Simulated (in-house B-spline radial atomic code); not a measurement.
RPA and G0W0 for the manganese ion Mn⁷⁺, [Ne] 3s2 3p6, as one setting changes: the highest l of the empty states. Start: Hartree-Fock. A dash marks a level of low quasi-particle weight. Computed with a B-spline radial code for spherical atoms: all electrons, scalar-relativistic (spin-free one-electron X2C), finite nucleus, each spin shell either full or empty, empty states to the listed l with an (l + 1/2)⁻⁴ tail; G0W0 by contour deformation at full frequency.

```tsv
highest l of the empty states	RPA summed (Eh)	RPA extrapolated (Eh)	G0W0 level (eV)
3	-0.9825	-1.121	3p -196.18
4	?	?	?
5	-1.0963	-1.1413	3p -196.50
6	-1.1116	-1.1379	3p -196.49
7	-1.1198	-1.1365	3p -196.49
8	-1.1245	-1.1357	3p -196.48
9	?	?	?
10	-1.1293	-1.135	3p -196.48
11	-1.1305	-1.1348	3p -196.48
```

Task: What belongs in the row for 9?

Result: RPA summed (Eh): -1.1274; RPA extrapolated (Eh): -1.1353; G0W0 level (eV): 3p -196.48.

Task: What belongs in the row for 4?

Result: RPA summed (Eh): -1.0639; RPA extrapolated (Eh): -1.1512; G0W0 level (eV): 3p -196.54.
